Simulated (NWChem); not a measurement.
**Atomisation of Cl$_{2}$Te**

```
Te
Cl 1 2.3868
Cl 1 2.3868 2 101.73
```
Charge 0, spin multiplicity 1.

Program: NWChem. Structure: optimised with PBE/def2-SVP with def2 effective core potentials on Te, a minimum by its harmonic frequencies.

Basis set: def2-TZVP. The atomisation energy is electronic alone: no zero-point, thermal, spin-orbit or counterpoise terms. No value is extrapolated to the basis-set limit. Free atoms are single determinants with multiplicities Te 3, Cl 2. Correlated methods freeze the same cores in atoms and molecule, 14 orbitals in all.

Costs are rough ratios of processor time within this set of runs, SCF included, with BHandHLYP as 1. Costs are the molecule's.

Effective core potentials replace the inner electrons of Te; spin-orbit coupling is left out. B3LYP has NWChem's definition, with VWN1-RPA local correlation. The structure started from a generated list of species. The stability of the SCF solutions was not checked. Open-shell Hartree-Fock references start from PBE0 orbitals; any time given for them includes that run.

```json
[
 {"method": "BHandHLYP", "atomisation energy (kcal/mol)": "[?]", "relative cost": "1"},
 {"method": "PBE0", "atomisation energy (kcal/mol)": "128.1", "relative cost": "under 3"},
 {"method": "PBE", "atomisation energy (kcal/mol)": "138.9", "relative cost": "under 3"},
 {"method": "HF", "atomisation energy (kcal/mol)": "58.9", "relative cost": "under 3"},
 {"method": "B3LYP", "atomisation energy (kcal/mol)": "123.6", "relative cost": "under 3"},
 {"method": "M06-2X", "atomisation energy (kcal/mol)": "115.9", "relative cost": "under 3"},
 {"method": "r2SCAN", "atomisation energy (kcal/mol)": "[?]", "relative cost": "under 3"},
 {"method": "MP2", "atomisation energy (kcal/mol)": "124.0", "relative cost": "under 3"}
]
```

### Question
What belongs in the gaps?

### Answer

- BHandHLYP, atomisation energy (kcal/mol): 110.8
- r2SCAN, atomisation energy (kcal/mol): 129.9
